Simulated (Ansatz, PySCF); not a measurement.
Pair of molecules: CH4O (SMILES CO) (first 6 atoms) with CH2F2 (SMILES FCF); geometry from B3LYP-D3(BJ)/def2-TZVP, rigid monomers moved along the line of their centres of mass till O2···H11 is 4.10 Å.
(charge 0, multiplicity 1):
```xyz
11

C      0.3873    -0.5809     0.4249
O      0.2626     0.7548     0.9094
H     -0.2698    -0.7641    -0.4311
H      0.0922    -1.2381     1.2403
H      1.4182    -0.8170     0.1429
H      0.5396     1.3643     0.2184
F      0.1004    -1.2348     5.6862
C      0.3613     0.0837     5.9484
F      1.5020     0.1496     6.6957
H     -0.4637     0.4825     6.5411
H      0.5195     0.5979     5.0017
```

Interaction energies are E(AB) − E(A) − E(B) at the monomers' geometry in the complex; basis-set methods are counterpoise corrected.

Frozen-core correlation.

Codes used: Ansatz (Gaussian orbitals); PySCF for the dispersion terms. Each number belongs to the level named beside it.

PBE/def2-TZVPPD gives -2.7 kJ/mol for the interaction energy.

Question: Where do these levels fall relative to PBE: PBE-D3(BJ)/def2-TZVPPD, r2SCAN/def2-TZVPPD, PBE0/def2-TZVPPD, wB97M-V/def2-TZVPPD, MP2/aug-cc-pVDZ, CCSD(T)/aug-cc-pVDZ.

Answer: PBE-D3(BJ)/def2-TZVPPD -0.5; r2SCAN/def2-TZVPPD 0.1; PBE0/def2-TZVPPD -0.2; wB97M-V/def2-TZVPPD -0.6; MP2/aug-cc-pVDZ -0.6; CCSD(T)/aug-cc-pVDZ -0.6 kJ/mol. 1 of 6 lie above PBE; the widest gap is to wB97M-V/def2-TZVPPD.

Ansatz is a first-principles code.
